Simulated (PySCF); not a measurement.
Isomers of C6H9FSSi, one GFN2-xTB conformer each. Single-point energies are computed at PBE0/pcSseg-1 (PySCF, gas phase, no added dispersion term), electronic only.

| SMILES | GFN2-xTB relative energy (kcal/mol) |
| --- | --- |
| CC#C/C(C)=C(\F)[SiH2]S | 0.0 |
| C#C[C@@H]1CSC[C@@H](F)[SiH2]1 | 18.2 |

Conformers: `[CH3:1][C:2]#[C:3]/[C:4]([CH3:5])=[C:6](\[F:7])[SiH2:8][SH:9]` with C4–C6–Si8–S9 -59°, C6–Si8–S9–H -47°; `[CH:1]#[C:2][C@@H:3]1[CH2:4][S:5][CH2:6][C@@H:7]([F:8])[SiH2:9]1` with C2–C3–C4–S5 170°, C3–C4–S5–C6 72°, C4–S5–C6–C7 -65°, S5–C6–C7–F8 -67°.

**Question.** What does PBE0/pcSseg-1 give for the same structures?

**Answer.** 
| SMILES | PBE0/pcSseg-1 E (Eh) | PBE0/pcSseg-1 (kcal/mol) | GFN2-xTB (kcal/mol) | point group |
| --- | --- | --- | --- | --- |
| CC#C/C(C)=C(\F)[SiH2]S | -1020.82019 | 0.0 | 0.0 | C1 |
| C#C[C@@H]1CSC[C@@H](F)[SiH2]1 | -1020.79973 | 12.8 | 18.2 | C1 |

Both levels put the same isomer lowest. As drawn, the lower has an S–H bond and a C=C bond outside aromatic rings, which the higher lacks.

**Question.** Which frontier levels, dipoles and rotational constants go with these structures?

**Answer.** 
```json
{"SMILES": "CC#C/C(C)=C(\\F)[SiH2]S", "HOMO (eV, PBE0/pcSseg-1)": "-6.66", "LUMO (eV)": "-1.21", "dipole (D)": "2.04", "A, B, C (MHz)": "2416, 504.6, 455.6"}
{"SMILES": "C#C[C@@H]1CSC[C@@H](F)[SiH2]1", "HOMO (eV, PBE0/pcSseg-1)": "-6.68", "LUMO (eV)": "0.37", "dipole (D)": "2.43", "A, B, C (MHz)": "1793, 900.1, 669.5"}
```
